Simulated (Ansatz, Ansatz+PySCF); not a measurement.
```yaml
atoms:
  - { symbol: C, position_ang: [0.0000, 0.0000, -0.8550] }
  - { symbol: C, position_ang: [0.0000, 0.6483, 0.4979] }
  - { symbol: C, position_ang: [0.0000, -0.6483, 0.4979] }
  - { symbol: H, position_ang: [0.9187, 0.0000, -1.4638] }
  - { symbol: H, position_ang: [-0.9187, 0.0000, -1.4638] }
  - { symbol: H, position_ang: [0.0000, 1.5897, 1.0414] }
  - { symbol: H, position_ang: [0.0000, -1.5897, 1.0414] }
```

Basis set: def2-SVP (spherical functions). Left uncorrelated: 3 orbitals. Charge 0, multiplicity 1.

Computed with Ansatz (development build ahead of 0.2.0); each method stands on the lowest determinant of its kind that the runs found. Restricted open shells among the atoms or ions are ROHF, correlated in semicanonical orbitals with singles. Restricted functionals stand beside restricted open-shell atoms, which can lie above the unrestricted atoms usual in DFT and then raise those values.

The atomization energy at this shape (free ground-state atoms in the same class of orbitals less the molecule, no zero-point energy) of singlet C₃H₄:

```csv
method,atomization energy
ωB97X (restricted),30.05 eV
ωB97X (unrestricted),29.83 eV
r²SCAN (restricted),30.13 eV
r²SCAN (unrestricted),29.90 eV
PBE0 (restricted),30.32 eV
PBE0 (unrestricted),30.19 eV
PBE (unrestricted),30.73 eV
RHF-CCSD(T),28.44 eV
RHF-MP2,28.87 eV
UHF-MP2,28.84 eV
RHF,22.31 eV
UHF,21.97 eV
```

(1) What does PBE (restricted) give?

Answers

(1) 30.83 eV.
